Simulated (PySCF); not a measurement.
Dipole moment and polarisability of `Fc1c[se]cn1`

C₃H₂FNSe.
Geometry (PBE0-D3(BJ)/def2-SVP, Å), atoms numbered from 1 in this order:
```xyz
8
C3H2FNSe angstrom
F     -1.5795   -1.0500   -1.2181
C     -0.6547   -0.4301   -0.5107
C     -0.9063    0.6858    0.2343
Se     0.6624    1.2192    1.0575
C      1.4177   -0.2538    0.1901
N      0.5975   -0.9392   -0.5367
H     -1.8572    1.2012    0.3478
H      2.4765   -0.4999    0.3030
```

Level: PBE0/def2-SVPD (PySCF), static field, nuclei fixed, core orbitals frozen in the response. The polarisability tensor in these axes (au):

```
x   69.19 -0.91  6.43
y   -0.91 65.74 15.99
z    6.43 15.99 56.96
```

**Question.** Give the principal values, the mean and the anisotropy Δα = √{½[(α1 − α2)² + (α2 − α3)² + (α1 − α3)²]}.

**Answer.** Principal values 43.51, 69.33 and 79.06 au; mean 63.96 au = 9.48 Å³ = 10.55 × 10⁻⁴⁰ C²·m²/J; Δα = 31.82 au (50 % of the mean).

**Question.** What is the dipole moment, and where does it point?

**Answer.** (0.76, 2.04, 1.70) D, 2.76 D in size, pointing from the negative to the positive side. Measured along this direction, the outermost atoms are F1 at the negative end and Se4 at the positive end.

**Question.** In TDDFT the mean static polarisability is Σ f/ω² over all singlet excitations (ω in hartree). How much of it do the 10 lowest give? Their energies (eV) and oscillator strengths: 5.06, 0.0015; 5.12, 0.0696; 5.28, 0.0001; 6.03, 0.0559; 6.09, 0.0006; 6.60, 0.0562; 6.63, 0.0145; 6.85, 0.0048; 7.42, 0.1049; 7.43, 0.0147.

**Answer.** They add up to 6.05 au, 9.5 % of the 63.96 au; the largest single term is 1.97 au, from the state at 5.12 eV. Terms in order: 0.04, 1.97, 0.00, 1.14, 0.01, 0.95, 0.25, 0.08, 1.41, 0.20 au. Higher excitations give the rest. The strengths listed sum to 0.323.

**Question.** How large is μ²/3kT at 298 K beside α?

**Answer.** In Gaussian units μ²/3kT = 61.91 Å³ against 9.48 Å³, a ratio of 6.53; the Debye molar polarisation (4π/3)N_A(α + μ²/3kT) is 180.1 cm³/mol, leaving out the vibrational part.

**Question.** Estimate the molar refractivity from the static electronic polarisability.

**Answer.** Lorentz–Lorenz: R = (4π/3)N_A α = 2.5225 cm³/(mol·Å³) × 9.48 Å³ = 23.9 cm³/mol, in the limit of long wavelengths.

**Question.** Refractivity n − 1 of an ideal gas of it at 273.15 K and 1 atm, from the electronic α?

**Answer.** N = p/kT = 2.6868 × 10¹⁹ cm⁻³, so n − 1 = 2π × N × 9.48 × 10⁻²⁴ cm³ = 1600 × 10⁻⁶ at long wavelengths, for an ideal gas.

Isolated species at its PBE0-D3(BJ)/def2-SVP geometry, gas phase. The calculation is non-relativistic, for selenium too.
